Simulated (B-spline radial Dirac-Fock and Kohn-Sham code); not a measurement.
# Photoemission from Ta at 4000 eV, detector at θ = 54.7°, φ = 180°

System: the Ta atom, configuration [Xe] 4f14 5d3 6s2. Method: Dirac-Hartree-Slater photoionisation with a Latter tail; cross sections with all multipoles, angular parameters from the dipole term and its interference with E2. Computed with a radial B-spline solver. Thresholds are tabulated edges, those marked * orbital energies of the model. For linearly polarised light dσ/dΩ = σ/(4π) [1 + β P₂(cos θ) + (δ + γ cos²θ) sin θ cos φ], with θ from the polarisation vector and φ the angle between the beam and the projection of the electron momentum on the plane normal to the polarisation. The dipole factor is 1 + βP₂ and the non-dipole term is the rest of the bracket. Open shells are filled statistically over j.

```
subshell  threshold (eV)  σ (kb)     β      γ       δ  dipole factor  non-dipole term  dσ/dΩ (kb/sr)
      3s          2708.0    17.4  1.93   0.58  -0.001          1.002           -0.157           1.17
   3p1/2          2469.0    25.0  1.52   0.09   0.010          1.001           -0.031           1.93
   3p3/2          2194.0    51.8  1.58  -0.03   0.010          1.001           +0.001           4.13
   3d3/2          1793.0    54.1  1.24   0.22   0.074          1.001           -0.121           3.79
   3d5/2          1735.0    74.7  1.22   0.28   0.072          1.001           -0.135           5.15
      4s           563.4    5.04  1.95   0.04  -0.001          1.002           -0.010          0.398
   4p1/2           463.4    6.17  1.69   0.00  -0.004          1.001           +0.003          0.493
   4p3/2           400.9    11.9  1.74   0.00   0.007          1.002           -0.005          0.941
   4d3/2           237.9    8.90  1.36   0.49   0.063          1.001           -0.185          0.578
   4d5/2           226.4    12.2  1.29   0.52   0.065          1.001           -0.195          0.782
   4f5/2          35.32*    1.52  0.92   0.94   0.214          1.001           -0.430         0.0690
   4f7/2          33.17*    1.89  0.90   0.94   0.217          1.001           -0.434         0.0852
      5s           69.70   0.923  1.95  -0.01  -0.001          1.002           +0.004         0.0739
   5p1/2          50.51*   0.924  1.70   0.02  -0.005          1.001           -0.001         0.0736
   5p3/2          41.20*    1.68  1.76   0.02   0.006          1.002           -0.012          0.132
   5d3/2           6.44*   0.159  1.37   0.52   0.061          1.001           -0.192         0.0103
   5d5/2           5.73*   0.206  1.30   0.55   0.064          1.001           -0.202         0.0131
      6s           7.02*  0.0833  1.95  -0.02  -0.001          1.002           +0.006        0.00668
```
